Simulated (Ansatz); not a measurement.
Frontier orbitals of `[CH3][Ga]1[CH2][SnH]1[CH3]`.

Cartesian coordinates in Å:
```
C 1.105 -0.882 -1.734
Ga -0.347 -0.144 -0.657
C -1.585 1.258 -0.171
Sn -1.753 -0.081 1.643
C 0.538 0.134 1.744
H 1.673 -1.608 -1.151
H 0.687 -1.391 -2.605
H 1.773 -0.094 -2.083
H -2.496 1.345 -0.761
H -1.161 2.238 0.043
H -1.234 -1.418 0.170
H 0.625 1.014 2.389
H 0.952 -0.729 2.265
H 1.224 0.358 0.909
```

Charge 0, multiplicity 1. Correlated methods include outer-core shells of Ga, Sn, which these sets cover unevenly. Scalar relativity is left out up to krypton. Sn takes the def2 core potential. All single points use the PBE0-D4/def2-TZVP geometry. Basis def2-TZVPP, the Gaussian-basis code of Ansatz.

```
             functional  HOMO (eV)  LUMO (eV)
HSE06 (plane-wave form)      -5.44      -1.45
```

Problem. Give HOMO and LUMO (eV) with LDA (SPW92), PBE, revPBE, BLYP, r2SCAN, B97M-V, PBE0, B3LYP, r2SCANh, r2SCAN0, BHLYP, CAM-B3LYP, LC-ωPBE, ωB97X-V, ωB97M-V, HF. (Best estimate.)

Solution. Ansatz gave: 
```csv
functional,HOMO,LUMO
LDA (SPW92),-5.10,-2.05
PBE,-4.90,-1.80
revPBE,-4.83,-1.70
BLYP,-4.76,-1.72
r2SCAN,-5.09,-1.63
B97M-V,-5.03,-1.67
PBE0,-5.82,-1.09
B3LYP,-5.65,-1.31
r2SCANh,-5.44,-1.37
r2SCAN0,-5.96,-0.99
BHLYP,-6.62,-0.35
CAM-B3LYP,-7.00,-0.21
LC-ωPBE,-8.19,0.84
ωB97X-V,-7.90,0.73
ωB97M-V,-7.83,0.52
HF,-7.77,1.60
```

B3LYP here is the variant with VWN-RPA as its local correlation; programs differ in this. LC-ωPBE has ω = 0.4 bohr⁻¹. Positive LUMOs are unbound and depend on the basis.
